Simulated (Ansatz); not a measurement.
Cost and result for the atomization energy of C$_{2}$H$_{6}$BClO, SMILES `OBCCCl` (11 atoms, 10 bonds).

```xyz
11

O    -0.5061    0.9138   -2.0342
B    -0.5305    0.7275   -0.6952
C     0.6924    0.0237   -0.0076
C     0.3124   -0.8042    1.1981
Cl   -0.8163   -2.1182    0.7331
H    -1.2779    1.3767   -2.3682
H    -1.4608    1.1400   -0.0493
H     1.3721    0.8199    0.3351
H     1.2598   -0.5759   -0.7250
H    -0.2114   -0.2109    1.9475
H     1.1662   -1.2923    1.6657
```

Charge 0, multiplicity 1. Geometry: relaxed with PBE0-D4/def2-TZVP. It is one conformer, not always the lowest. Program: Ansatz. All runs use 4 threads of an Arm Neoverse V2 on a shared host. Times are those of one run each, without the atoms' runs, and a repeat can differ threefold. Electronic energies, without spin–orbit coupling; frozen cores. CCSD(T)/CBS adds CCSD(T) − MP2 in def2-TZVPP to the MP2 limit, and its time is that of the two runs behind it. T1 = 0.011. B3LYP takes the VWN-RPA correlation (the form of Gaussian; ORCA's B3LYP/G).

CCSD(T)/CBS is a level of theory with its own doubt, some kJ/mol a heavy atom from the limit and from the frozen cores, so smaller differences don't rank the functionals.

| level | functions | wall time |
| --- | --- | --- |
| PBE-D4/def2-TZVPP (with forces) | 250 | 2 s |
| PBE0-D4/def2-TZVPP | 250 | 2.2 s |
| B3LYP-D4/def2-TZVPP (with forces) | 250 | 3.6 s |
| r2SCAN-D4/def2-TZVPP (with forces) | 250 | 3.7 s |
| B2PLYP/def2-TZVPP | 250 | 4.2 s |
| ωB97X-V/def2-TZVPP | 250 | 6 s |
| ωB97M-V/def2-TZVPP (with forces) | 250 | 8.5 s |
| MP2/def2-QZVPP | 478 | 17 s |
| CCSD(T)/def2-TZVPP | 250 | 110 s |
| CCSD(T)/CBS(def2) | – | 2.1 min |

(1) What atomization energy does each give, and how far from CCSD(T)/CBS? (Best estimate.)

Results:

(1) Ansatz gave: 
| level | atomization (kcal/mol) | difference from CCSD(T)/CBS | per bond |
| --- | --- | --- | --- |
| PBE-D4/def2-TZVPP (with forces) | 1036.8 | 23.0 | 2.3 |
| PBE0-D4/def2-TZVPP | 1020.7 | 6.9 | 0.7 |
| B3LYP-D4/def2-TZVPP (with forces) | 1014.2 | 0.4 | 0.0 |
| r2SCAN-D4/def2-TZVPP (with forces) | 1020.2 | 6.4 | 0.6 |
| B2PLYP/def2-TZVPP | 1005.5 | -8.3 | -0.8 |
| ωB97X-V/def2-TZVPP | 1016.1 | 2.3 | 0.2 |
| ωB97M-V/def2-TZVPP (with forces) | 1019.8 | 6.0 | 0.6 |
| MP2/def2-QZVPP | 1024.1 | 10.3 | 1.0 |
| CCSD(T)/def2-TZVPP | 990.0 | -23.8 | -2.4 |
| CCSD(T)/CBS(def2) | 1013.8 | 0.0 | 0.0 |

The D4 term adds +7.7 kcal/mol with B3LYP and +4.1 kcal/mol with PBE0; it sums over pairs of atoms, weighted by their polarisabilities, and B3LYP, whose exchange is more repulsive, gets the larger term. In def2-TZVPP, CCSD(T) changes the Hartree–Fock value by +230.9 kcal/mol (the triples alone add +14.1 kcal/mol) and MP2 by +251.0 kcal/mol; breaking electron pairs costs correlation energy, which Hartree–Fock lacks. From PBE to PBE0 (25 % exact exchange), in def2-TZVPP and without D4, the atomization energy moves by −15.4 kcal/mol: exact exchange takes away binding that semilocal exchange gives to molecules.
